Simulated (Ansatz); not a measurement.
The first iterations of a band of BrH3Sn + H2Se (8 atoms, charge 0, multiplicity 1).

Level of theory: RKS PBE-D4/def2-SVP in Ansatz 0.2.0.

```yaml
movable_images: 7
climbing_image: yes
spring: 5.0 eV/Å²
optimiser: quadratic models (default)
start_path: through a guess of the saddle point
force_threshold: 0.05 eV/Å
iteration_limit: 60
end_points: relaxed
```

Initial state:

```xyz
8
Properties=species:S:1:pos:R:3
Sn -0.318 -0.964 -1.063
Br 2.088 -0.755 -0.274
H -0.288 -2.312 -2.143
H -1.270 -1.277 0.335
H -0.703 0.506 -1.867
H 1.049 1.456 1.013
Se -0.199 2.151 1.436
H -0.360 1.195 2.561
```

Final state:

```xyz
8
Properties=species:S:1:pos:R:3
Sn -0.958 -0.484 -0.612
Br 2.995 0.475 -0.319
H 0.019 -1.867 -0.307
H -2.641 -0.858 -0.487
H -0.595 0.294 -2.102
H 1.780 0.923 0.392
Se -0.384 1.287 1.201
H -0.215 0.231 2.233
```

| iteration | highest image above the first end (eV) | largest band force component (eV/Å) |
| --- | --- | --- |
| 1 | 1.563 | 3.000 |
| 2 | 0.831 | 1.539 |
| 3 | 0.856 | 1.169 |

Q: Does the band converge within its limit, and where does its top end?

A: It converged. It ended after 9 iterations with the highest image 0.750 eV above the first end. A vibrational analysis at the climbing image gives one clearly imaginary mode, 234i cm⁻¹: a first-order saddle point. The orbitals stay closed-shell, which can raise the energy where a bond breaks towards radicals; this wasn't checked here.

The run took 2.6 min on 2 threads of Arm Neoverse V1, with other jobs on the host, peak memory 0.17 GiB.
